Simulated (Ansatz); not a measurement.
Species: GeBr, charge 0, multiplicity 2. SMILES: [Ge][Br]
Coordinates optimised at B3LYP-D3(BJ)/def2-TZVP (Ansatz, a quantum-chemistry and plane-wave program):
```xyz
2

Ge     0.0000     0.0000    -1.2291
Br     0.0000     0.0000     1.1237
```
Charge 0, spin multiplicity 2.

Quantity: vertical electron affinity (to the triplet state of charge -1; a negative value means that the extra electron is unbound and the number depends on the basis; each state is the SCF solution reached for its spin), in eV. Cores are frozen in the correlated levels unless marked. UHF or UKS for open shells. No spin-orbit coupling. The frozen core is the preceding noble-gas configuration, with the filled d and f shells of earlier blocks. No relativistic terms. Anions need diffuse functions: aug- sets have them; def2-D sets add few. CBS marks a two-point X^-3 extrapolation of the correlation energy; Hartree-Fock from the larger set.

```
level               program  vertical electron affinity (eV)
------------------  -------  -------------------------------
PBE/def2-TZVPD       Ansatz                             1.23
r2SCAN/def2-TZVPD    Ansatz                             1.40
B3LYP/def2-TZVPD     Ansatz                             1.24
BHLYP/def2-TZVPD     Ansatz                             1.20
wB97M-V/def2-TZVPD   Ansatz                             1.23
wB97X-V/def2-TZVPD   Ansatz                             1.21
```

### Question
Estimate the value at CCSD(T)/CBS(aug-cc-pVTZ,aug-cc-pVQZ) as computed with Ansatz.

### Answer
1.42 eV
